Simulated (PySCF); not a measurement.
# State search for TlIn

Unrestricted PBE0; Tl def2-SVP with ECP60, In def2-SVP with ECP28; scalar-relativistic core potentials (PySCF 2.14). Outer shells of the fragments: Tl 5d10 6s2 6p1; In 4d10 5s2 5p1.

Followed along the bond (rough minima from three points):

| 2Ms+1 | unpaired | ⟨S²⟩ at the start | R at minimum (Å) | Te (eV) |
| --- | --- | --- | --- | --- |
| 3 | σ ↑, π ↑ | 2.01 | 3.10 | 0.00 |
| 1 | σ ↑, π ↓ | 1.01 | 3.10 | 0.18 |
| 3 | π ↑↑ | 2.00 | 2.85 | 0.24 |
| 1 | π ↑↓ | 1.00 | 2.87 | 0.41 |
| 1 | none | 0.00 | 2.90 | 0.85 |

Solutions found at the starting distance of 2.820 Å, counted from the lowest of them; the search is not exhaustive and high or unbound solutions are not listed, so other states can lie among these:

| 2Ms+1 | unpaired | term | E (eV) | ⟨S²⟩ | ⟨Lz²⟩ | μ (D) |
| --- | --- | --- | --- | --- | --- | --- |
| 3 | σ ↑, π ↑ | ³Π | 0.00 | 2.01 | 1.00 | -0.33 |
| 3 | π ↑↑ | ³Σ⁻ | 0.11 | 2.00 | 0.00 | -0.27 |
| 1 | σ ↑, π ↓ | mixed | 0.18 | 1.01 | 1.00 | -0.31 |
| 1 | π ↑↓ | mixed | 0.28 | 1.00 | 2.01 | -0.26 |
| 1 | none | mixed | 0.72 | 0.00 | 2.00 | -0.17 |
| 1 | none | ¹Σ⁺ | 0.75 | 0.00 | 0.00 | -0.39 |
| 3 | π ↑↑ | mixed | 1.77 | 2.01 | 2.01 | 0.18 |
| 3 | σ ↑↑ | ³Σ⁺ | 3.68 | 2.00 | 0.00 | 0.80 |
| 3 | σ ↑↑, π ↑↓ | mixed | 3.95 | 3.01 | 2.01 | -0.27 |
| 3 | σ ↑↑ | mixed | 4.36 | 2.19 | 2.00 | 0.09 |
| 3 | σ ↑↑↑, π ↓ | mixed | 7.73 | 3.00 | 1.00 | 1.19 |

A term symbol is given only where ⟨S²⟩ and ⟨Lz²⟩ are close to those of a pure state; real π, δ and φ orbitals otherwise mix terms. A positive dipole means Tl(−)In(+).

Spin–orbit coupling is left out, which matters for elements this heavy, above all for dissociation energies.
